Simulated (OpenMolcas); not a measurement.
## Ni3+: effect of the ligand basis

Ni3+ with 6 ligands (fluoride) in octahedral coordination (Oh) at 1.91 Å. A charge of +0.5 e stands 3.2 Å behind each ligand.

```
Program             : OpenMolcas 26.06
Method              : SS-CASPT2, IPEA 0.25 Eh, imaginary shift 0.1 Eh (closed shells correlated: 3s 3p and the ligand valence shells)
Spin-orbit coupling : state interaction with AMFI integrals over the reference wave functions
```

Fixed: metal basis ANO-RCC-VTZP, active space 7 electrons in 5 orbitals (3d), DKH2 Hamiltonian.

States (labels of O, the rotations of Oh). Energies in cm-1 above the lowest state or level, χT in cm3 K/mol; under a threefold ground state the first gap can be a small split of the lowest multiplet, not the spin-orbit step.

| Run | Ligand basis | Ground state | First state of that spin | First gap with spin-orbit (degeneracies) | χT at 300 K | First state of another spin | Cost |
| --- | --- | --- | --- | --- | --- | --- | --- |
| A | ANO-RCC-VDZP | 4T1 | 4T2 12930 | 470 (2, 4) | 3.330 | 2E 4050 | roughly 6 core-minutes |
| B | ANO-RCC-VTZP | 4T1 | 4T2 12430 | 480 (2, 4) | 3.341 | 2E 4730 | roughly 20 core-minutes |

Against A, the first state of the same spin changes by -3.9 % in B.

Costs are those of the CASPT2 steps.

Roots that are degenerate in the reference are averaged as groups; the widest CASPT2 spread within a group is 1600 cm-1 (the 3-fold group of multiplicity 2 near 29600 cm-1 above the lowest state of its run, A). Shifts and gaps below about the spread of the groups concerned are not significant. Over all roots computed the reference weight is 0.64 to 0.72 in A, 0.65 to 0.71 in B; the roots of lowest weight are the least certain, and an intruder state may touch them. An orbital triplet at a regular site is open to Jahn-Teller coupling, which can distort the site and quench the lowest spin-orbit gaps and is left out. This shell can be high or low spin here, a state of another spin lies low, and with metal d orbitals alone active their balance is uncertain, so the ground spin may be wrong. A single d shell leaves out the double-shell effect, which counts most for late 3d ions, where the CASPT2 field can be off either way by tens of per cent. Ligand-to-metal charge-transfer states are missing. These CASPT2 states fit no ligand-field parameters well, so their order and spin gaps are uncertain. With no ligand orbital active B as a rule stays too high, so bands that hang on it stand too high and its fall with covalency is understated. With one d shell and no ligand orbital active, 10Dq can be off by a tenth or more. Free-ion shares, where given, are those of the reference states; single-state CASPT2 does not remix them. No measured value stands beside these numbers; the geometry is a model, was not optimised and need not be the one that this ion takes.
